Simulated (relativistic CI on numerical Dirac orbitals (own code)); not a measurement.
**Slater and spin-orbit integrals, Zn XI**

Method of calculation: Dirac-Coulomb-Breit CI, separate exchange-only KLI orbitals for each configuration, a model potential for QED, unscaled Slater integrals (own radial code, finite nucleus).

Slater integrals F^k, G^k are unscaled and averaged over j, outside the closed core [Ne]; ζ comes from projecting the Hamiltonian with its Breit term on Σ l·s of the shell.

- 3s²3p⁶3d²: F^2(3d,3d) = 163840, F^4(3d,3d) = 104600, ζ(3d) = 1865.1 cm⁻¹; <r>(3d) = 0.6065, <r^2>(3d) = 0.4351 (bohr units).
- 3s²3p⁵3d³: ζ(3p) = 20459, F^2(3d,3d) = 163370, F^4(3d,3d) = 104300, F^2(3p,3d) = 155950, G^1(3p,3d) = 182800, G^3(3p,3d) = 116600, ζ(3d) = 1812.7 cm⁻¹; <r>(3p) = 0.6293, <r^2>(3p) = 0.4579, <r>(3d) = 0.6081, <r^2>(3d) = 0.4374 (bohr units).
- 3s3p⁶3d³: F^2(3d,3d) = 163140, F^4(3d,3d) = 104140, G^2(3s,3d) = 140480, ζ(3d) = 1856.3 cm⁻¹; <r>(3s) = 0.6255, <r^2>(3s) = 0.4464, <r>(3d) = 0.6088, <r^2>(3d) = 0.4386 (bohr units).

**Question.** Give the Racah parameters of the d shell in 3s²3p⁶3d².

**Answer.** B = F²/49 − 5F⁴/441 = 2158 cm⁻¹ and C = 35F⁴/441 = 8302 cm⁻¹.

Averages of the first 10 configurations, taken without configuration mixing, which lowers the lowest level and can move excited configurations by several eV; other configurations of the list can lie among them:

| Configuration | Parity | States | Average energy above the lowest level (eV) |
| --- | --- | --- | --- |
| 3s²3p⁶3d² | even | 45 | 3.3 |
| 3s²3p⁵3d³ | odd | 720 | 80.9 |
| 3s3p⁶3d³ | even | 240 | 137.2 |
| 3s²3p⁶3d4s | even | 20 | 104.6 |
| 3s²3p⁶3d4p | odd | 60 | 121.2 |
| 3s²3p⁶3d4d | even | 100 | 146.6 |
| 3s²3p⁶4s² | even | 1 | 217.5 |
| 3s²3p⁶4s4p | odd | 12 | 232.4 |
| 3s²3p⁶3d4f | odd | 140 | 167.3 |
| 3s²3p⁶4p² | even | 15 | 250.6 |
